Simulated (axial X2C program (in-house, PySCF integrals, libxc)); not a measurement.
## Nuclear properties of NInO

Calculated with an in-house all-electron X2C program for linear molecules (integrals from PySCF): two-component X2C with atomic mean-field Coulomb and Gaunt terms, Gaussian nuclei, basis N dyall-av3z, In dyall-v3z, O dyall-av3z with contracted cores.

N–In–O held linear, with bonds 2.066 and 1.831 Å (near the PBE0 minimum at charge 0 of the determinant lowest at the starting distance; the state shown can have its own minimum elsewhere, held linear; other orders of the atoms were not compared).

Determinant lowest in the PBE0 search, Ω = 1 (⟨Sz⟩ = 1.00, ⟨Lz⟩ = 0.00 at PBE0), spin on the atoms N 1.01, In -0.05, O 0.04:

| level | Eeff magnitude (GV/cm) | Ws magnitude In (kHz) | A∥/gI N (MHz) | qzz N (a.u.) | A∥/gI In (MHz) | qzz In (a.u.) | A∥/gI O (MHz) | qzz O (a.u.) | μ (D) |
| --- | --- | --- | --- | --- | --- | --- | --- | --- | --- |
| PBE0 | 2.22 | 1.37 | -95.2 | -0.64 | -221 | -5.81 | -20.1 | 1.44 | -3.37 |
| HF | 12.4 | 7.4 | -0.0423 | -0.66 | 1050 | -7.31 | -33.9 | 2.21 | -3.76 |
| TPSSh | 1.44 | 0.901 | -87.8 | -0.62 | -185 | -5.42 | -23.6 | 1.35 | -2.98 |

Determinant 1.53 eV from it at PBE0 and this distance, Ω = 0 (closed shell), highest spinor 77% O p, 11% In p, 7% N p:

```csv
level,qzz N (a.u.),qzz In (a.u.),qzz O (a.u.),μ (D)
PBE0,-0.72,-5.78,1.23,-2.60
HF,-0.98,-8.12,1.89,-4.26
TPSSh,-0.55,-5.51,0.92,-1.63
```

Eeff is the effective electric field on the electron electric dipole moment in this Ω state and Ws the scalar–pseudoscalar constant of the nucleus named (defined with the proton number Z and per Ω); A∥ (defined per Ω) follows by multiplying with gI = μI/(I μN); qzz is the electric field gradient, eQq0 = 234.96 MHz × Q/barn × qzz; μ is positive if the O end (last atom) is positive. The operators were transformed with the bare-nucleus X2C matrices; with these basis sets, hyperfine constants and field gradients can be off by tens of per cent, and where levels differ in sign neither size nor sign is settled.

Question: With Q(14N) = 0.02044 barn, Q(115In) = 0.772 barn, gI(17O) = -0.7575, Q(17O) = -0.02558 barn (g factors from the IAEA table of nuclear moments by Stone; Q from Pyykkö, Mol. Phys. 2018), turn the PBE0 values of the first state into constants in MHz.

Answer: eQq0(14N) = 234.96 × (0.02044) × (-0.64) = -3.07 MHz; eQq0(115In) = 234.96 × (0.772) × (-5.81) = -1050 MHz; A∥(17O) = -20.1 × -0.7575 = 15.2 MHz; eQq0(17O) = 234.96 × (-0.02558) × (1.44) = -8.65 MHz.

The molecule was held linear; bending was not examined, so a bent shape may lie lower.

Each state is one determinant with collinear spin, which with several unpaired electrons need not be a pure state. Unrestricted Hartree–Fock can overshoot spin polarisation at the nuclei. A closed determinant beside an open π² or δ² triplet, such as (π1/2)², mixes with its partner pair into the 0⁺ component of the triplet and ¹Σ⁺, so its energy is not that of a level, and 0⁺ can lie lowest. With several open shells hyperfine constants can be off by a factor of several. Where Eeff spreads by more than a factor of two the levels disagree and none is to be relied on. Open-shell Ω = 0 determinants with evenly filled partner blocks cannot be reached by this program, so the Ω shown need not be the lowest component. The search compared states at one distance, so a state with another bond length can lie lower. Where a field gradient or hyperfine factor spreads by more than a factor of two over the levels, a constant derived from it is not to be relied on. PBE0 term energies can be off by some tenths of an eV.
